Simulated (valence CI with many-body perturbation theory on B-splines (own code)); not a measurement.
**Level structure of Ag24+**

Calculated by valence CI with perturbative core correlation (CI+MBPT): five valence electrons over a frozen Dirac-Fock core [Ar], radial functions for each j: 7 s, 7 p, 8 d, 6 f, 4 g, 1 h, with the one-electron correlation potential Σ1, the two-electron term Σ2, the three-electron term Σ3, Breit, model QED; selected CI, second order for the rest, scaled by the run's own slope (own B-spline code, finite nucleus).

No measured spectrum was set against this ion. As an estimate, terms of the open shell hold to 2 to 4 % of their energy, and close levels can change places. Only levels of the ground parity were solved; by the run's estimate the other parity begins above the list, which can be wrong where configurations are misplaced.

Levels 1 to 37 of 37, with energies above the lowest level, 3d⁵ ⁶S_5/2. "Leading %" is the weight of the configuration and term that name the level; weights of strongly mixed levels are sums over their largest components and can fall short. Lifetimes count E1, E2, E3, M1 and M2 decay at the calculated energies, and are blank where another channel may lead or the interval is too uncertain; long ones can be off by a factor of two.

```csv
No.,Configuration,Term,J,E (cm⁻¹),Leading %,Second component,Lifetime
1,3d⁵,⁶S,5/2,0,83,14 % 3d⁵ ⁴P,
2,3d⁵,⁴G,5/2,85871,27,21 % 3d⁵ ²F,291 μs
3,3d⁵,⁴G,7/2,114120,64,14 % 3d⁵ ²F,1.53 ms
4,3d⁵,⁴P,3/2,118060,47,42 % 3d⁵ ⁴D,158 μs
5,3d⁵,⁴G,11/2,118140,77,18 % 3d⁵ ²H,
6,3d⁵,⁴G,5/2,123230,43,24 % 3d⁵ ⁴D,223 μs
7,3d⁵,⁴G,9/2,125290,83,8 % 3d⁵ ⁴F,20.1 ms
8,3d⁵,⁴P,1/2,134250,67,26 % 3d⁵ ⁴D,5.14 ms
9,3d⁵,⁴D,7/2,153040,66,22 % 3d⁵ ⁴G,582 μs
10,3d⁵,⁴D,5/2,161130,36,30 % 3d⁵ ²D,198 μs
11,3d⁵,²I,11/2,174140,71,16 % 3d⁵ ⁴G,503 μs
12,3d⁵,⁴D,1/2,175230,73,24 % 3d⁵ ⁴P,310 μs
13,3d⁵,⁴D,3/2,179350,47,34 % 3d⁵ ⁴P,217 μs
14,3d⁵,²F,7/2,182140,44,28 % 3d⁵ ⁴F,773 μs
15,3d⁵,²I,13/2,190120,100,,3.26 ms
16,3d⁵,²G,9/2,190980,47,28 % 3d⁵ ⁴F,528 μs
17,3d⁵,⁴F,3/2,191000,48,38 % 3d⁵ ²D,131 μs
18,3d⁵,²F,5/2,200900,29,22 % 3d⁵ ⁴F,94.1 μs
19,3d⁵,⁴F,5/2,222710,35,30 % 3d⁵ ²F,113 μs
20,3d⁵,²H,9/2,223390,54,44 % 3d⁵ ⁴F,132 μs
21,3d⁵,²G,7/2,232620,55,30 % 3d⁵ ²F,417 μs
22,3d⁵,²D,3/2,243700,51,42 % 3d⁵ ⁴F,213 μs
23,3d⁵,²F,5/2,245220,51,21 % 3d⁵ ⁴F,117 μs
24,3d⁵,²F,7/2,247930,59,24 % 3d⁵ ²G,109 μs
25,3d⁵,⁴F,7/2,264760,43,40 % 3d⁵ ²F,158 μs
26,3d⁵,²H,11/2,265530,70,23 % 3d⁵ ²I,
27,3d⁵,²S,1/2,268260,83,9 % 3d⁵ ⁴P,111 μs
28,3d⁵,²G,9/2,270180,49,29 % 3d⁵ ²H,212 μs
29,3d⁵,²D,5/2,294310,52,33 % 3d⁵ ²F,67.0 μs
30,3d⁵,²D,3/2,299520,88,8 % 3d⁵ ⁴D,69.2 μs
31,3d⁵,²D,5/2,324860,65,23 % 3d⁵ ²F,71.9 μs
32,3d⁵,²G,9/2,333190,98,,
33,3d⁵,²G,7/2,345180,87,12 % 3d⁵ ²F,
34,3d⁵,²P,3/2,382290,82,17 % 3d⁵ ²D,
35,3d⁵,²P,1/2,404410,91,8 % 3d⁵ ²S,
36,3d⁵,²D,5/2,433960,96,,48.3 μs
37,3d⁵,²D,3/2,448220,82,17 % 3d⁵ ²P,51.6 μs
```

Names give the largest LS component (configuration and term), which can be under half, so a name can repeat, a term be missing and a line seem to break the LS rules; names also repeat where a configuration has a term twice.

The ionisation energy to 3d⁴ ⁵D0 of the next ion comes out as 1230.7 eV (NIST: 1231 ± 4 eV (theoretical)). All 37 levels together are meant to be complete up to 466420 cm⁻¹.
